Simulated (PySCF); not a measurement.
H₈N₂Si₂ (SMILES N[SiH2][SiH2]N), singlet, at the geometry of the source list, with bond 5-1 at 2.4 times its length; CASSCF(4,3)/STO-3G in PySCF.

PySCF was given this input:
```python
from pyscf import gto, scf, mcscf
import numpy

mol = gto.Mole()
mol.atom = '''
    Si    1.120500   -0.476300   -0.603700
    N     1.683200    0.902700    0.281100
    Si   -1.058200   -0.873400    0.047500
    N    -1.989400    0.483400    0.587700
    H     3.432180   -2.963660    0.321740
    H     1.283000   -0.308700   -2.065700
    H     1.196400    1.779800    0.174000
    H     2.672800    1.080500    0.325500
    H    -1.874700   -1.398500   -1.051700
    H    -1.148400   -1.800800    1.181500
    H    -2.273100    1.174000   -0.089500
    H    -1.695800    0.950100    1.431400
'''
mol.basis = 'sto-3g'
mol.charge = 0
mol.spin = 0
mol.verbose = 4
mol.build()

mf = scf.RHF(mol)
mf.kernel()
mc = mcscf.CASSCF(mf, 3, 4)
mc.fix_spin_(ss=0.0)
mc.conv_tol = 1e-5
mc.kernel()
occ = numpy.linalg.eigvalsh(mc.fcisolver.make_rdm1(mc.ci, mc.ncas, mc.nelecas))[::-1]
ss = mc.fcisolver.spin_square(mc.ci, mc.ncas, mc.nelecas)[0]
print('natural occupations', occ.round(4), ' <S^2>', round(ss, 4))
```

What the program printed (banner, timings and long lists left out):

```
PySCF version 2.14.0

[INPUT] verbose = 4
[INPUT] num. atoms = 12
[INPUT] num. electrons = 50
[INPUT] charge = 0
[INPUT] spin (= nelec alpha-beta = 2S) = 0
[INPUT] symmetry False subgroup None
[INPUT] Mole.unit = angstrom
[INPUT] Symbol           X                Y                Z      unit          X                Y                Z       unit  Magmom
[INPUT]  1 Si     1.120500000000  -0.476300000000  -0.603700000000 AA    2.117438122575  -0.900076553130  -1.140827661400 Bohr   0.0
[INPUT]  2 N      1.683200000000   0.902700000000   0.281100000000 AA    3.180787012868   1.705855772645   0.531202013615 Bohr   0.0
[INPUT]  3 Si    -1.058200000000  -0.873400000000   0.047500000000 AA   -1.999708185015  -1.650486797195   0.089761990917 Bohr   0.0
[INPUT]  4 N     -1.989400000000   0.483400000000   0.587700000000 AA   -3.759421152210   0.913493608615   1.110592043407 Bohr   0.0
[INPUT]  5 H      3.432180000000  -2.963660000000   0.321740000000 AA    6.485880210210  -5.600505726328   0.608000483318 Bohr   0.0
[INPUT]  6 H      1.283000000000  -0.308700000000  -2.065700000000 AA    2.424518617817  -0.583358454653  -3.903607255514 Bohr   0.0
[INPUT]  7 H      1.196400000000   1.779800000000   0.174000000000 AA    2.260868335430   3.363334556501   0.328812345674 Bohr   0.0
[INPUT]  8 H      2.672800000000   1.080500000000   0.325500000000 AA    5.050859985737   2.041849077593   0.615105853546 Bohr   0.0
[INPUT]  9 H     -1.874700000000  -1.398500000000  -1.051700000000 AA   -3.542669565722  -2.642781985204  -1.987424965205 Bohr   0.0
[INPUT] 10 H     -1.148400000000  -1.800800000000   1.181500000000 AA   -2.170161481451  -3.403018805117   2.232711416174 Bohr   0.0
[INPUT] 11 H     -2.273100000000   1.174000000000  -0.089500000000 AA   -4.295536453749   2.218538470239  -0.169130488149 Bohr   0.0
[INPUT] 12 H     -1.695800000000   0.950100000000   1.431400000000 AA   -3.204597562037   1.795428790949   2.704953974702 Bohr   0.0

nuclear repulsion = 219.559445870718
number of shells = 24
number of NR pGTOs = 108
number of NR cGTOs = 36
basis = sto-3g
ecp = {}

******** <class 'pyscf.scf.hf.RHF'> ********
method = RHF
initial guess = minao
damping factor = 0
level_shift factor = 0
DIIS = <class 'pyscf.scf.diis.CDIIS'>
diis_start_cycle = 1
diis_space = 8
diis_damp = 0
SCF conv_tol = 1e-09
SCF conv_tol_grad = None
SCF max_cycles = 50
direct_scf = True
direct_scf_tol = 1e-13
Set gradient conv threshold to 3.16228e-05
Initial guess from minao.
init E= -682.892427732594
  HOMO = -0.1508467715768  LUMO = -0.0523314947159458  gap/eV = 2.68074
cycle= 1 E= -682.827804772905  delta_E= 0.0646  |g|= 0.451  |ddm|= 3.94
  HOMO = -0.0452328858882259  LUMO = 0.136553902127414  gap/eV = 4.94667
cycle= 2 E= -682.703598775527  delta_E= 0.124  |g|= 0.462  |ddm|= 2.97
  HOMO = -0.0926807872752344  LUMO = 0.0500023084154303  gap/eV = 3.88260
cycle= 3 E= -682.954466750992  delta_E= -0.251  |g|= 0.217  |ddm|= 2.56
  HOMO = -0.0835583393618996  LUMO = 0.0562594912035759  gap/eV = 3.80464
cycle= 4 E= -683.011133481938  delta_E= -0.0567  |g|= 0.0416  |ddm|= 0.754
  HOMO = -0.126833639340988  LUMO = 0.0822517927388583  gap/eV = 5.68950
cycle= 5 E= -683.012802765653  delta_E= -0.00167  |g|= 0.00839  |ddm|= 0.13
  HOMO = -0.119035302761603  LUMO = 0.0745034631761833  gap/eV = 5.26646
cycle= 6 E= -683.012846516703  delta_E= -4.38e-05  |g|= 0.00437  |ddm|= 0.0163
  HOMO = -0.119245692473212  LUMO = 0.0755882119825151  gap/eV = 5.30170
cycle= 7 E= -683.012862888743  delta_E= -1.64e-05  |g|= 0.000749  |ddm|= 0.0127
  HOMO = -0.119218152207555  LUMO = 0.0757079335262709  gap/eV = 5.30421
cycle= 8 E= -683.012863392086  delta_E= -5.03e-07  |g|= 8.44e-05  |ddm|= 0.00239
  HOMO = -0.119183091723439  LUMO = 0.0756797102853602  gap/eV = 5.30249
cycle= 9 E= -683.012863400961  delta_E= -8.88e-09  |g|= 3.85e-05  |ddm|= 0.000342
  HOMO = -0.11918029069453  LUMO = 0.0756786270220836  gap/eV = 5.30238
cycle= 10 E= -683.012863402489  delta_E= -1.53e-09  |g|= 2.25e-05  |ddm|= 0.000148
  HOMO = -0.119180103199177  LUMO = 0.0756745584696379  gap/eV = 5.30227
cycle= 11 E= -683.012863402907  delta_E= -4.19e-10  |g|= 4.13e-06  |ddm|= 6.63e-05
  HOMO = -0.119182793520858  LUMO = 0.0756745470520146  gap/eV = 5.30234
Extra cycle  E= -683.0128634029  delta_E= 6.82e-12  |g|= 5.55e-06  |ddm|= 2.74e-05
converged SCF energy = -683.0128634029

******** <class 'pyscf.mcscf.mc1step.CASSCF'> ********
CAS (2e+2e, 3o), ncore = 23, nvir = 10
max_cycle_macro = 50
max_cycle_micro = 4
conv_tol = 1e-05
conv_tol_grad = None
orbital rotation max_stepsize = 0.02
orbital rotation threshold for CI restart = 0.01
augmented hessian ah_max_cycle = 30
augmented hessian ah_conv_tol = 1e-12
augmented hessian ah_linear dependence = 1e-14
augmented hessian ah_level shift = 1e-08
augmented hessian ah_start_tol = 2.5
augmented hessian ah_start_cycle = 3
augmented hessian ah_grad_trust_region = 3
kf_trust_region = 3
kf_interval = 4
ci_response_space = 4
ci_grad_trust_region = 3
with_dep4 0
natorb = False
canonicalization = True
sorting_mo_energy = False
ao2mo_level = 2
internal_rotation = False
******** <class 'pyscf.fci.addons.SpinPenaltyFCISolver'> ********
max. cycles = 50
conv_tol = 1e-08
davidson only = True
linear dependence = 1e-12
level shift = 0.001
max iter space = 12
nroots = 1
pspace_size = 400
spin = None
CASCI E = -683.194414350965  S^2 = 0.0000000
Set conv_tol_grad to 0.00316228
macro iter   1 ( 20 JK    4 micro), CASSCF E = -683.201185034948  dE = -6.77068398e-03  S^2 = 0.0000000
               |grad[o]|=0.0663  |grad[c]|=0.00878  |ddm|=0.00502  |maxRot[o]|=0.0634
macro iter   2 (  8 JK    2 micro), CASSCF E = -683.201203418883  dE = -1.83839354e-05  S^2 = 0.0000000
               |grad[o]|=0.00562  |grad[c]|=0.00179  |ddm|=0.000671  |maxRot[o]|=0.061
macro iter   3 (  4 JK    1 micro), CASSCF E = -683.201204196195  dE = -7.77312266e-07  S^2 = 0.0000000
               |grad[o]|=0.000705  |grad[c]|=0.000385  |ddm|=0.000231  |maxRot[o]|= 0.04
macro iter   4 (  1 JK    1 micro), CASSCF E = -683.201204196549  dE = -3.53452378e-10  S^2 = 0.0000000
               |grad[o]|=0.000102  |grad[c]|=1.08e-05  |ddm|=3.28e-05  |maxRot[o]|=    0
1-step CASSCF converged in   4 macro ( 33 JK   8 micro) steps
CASSCF canonicalization
Density matrix diagonal elements [1.99545435 1.14102664 0.86351902]
CASSCF energy = -683.201204196549
CASCI E = -683.201204196549  E(CI) = -2.48258429103532  S^2 = 0.0000000
natural occupations [2.     1.1398 0.8602]  <S^2> 0.0
```
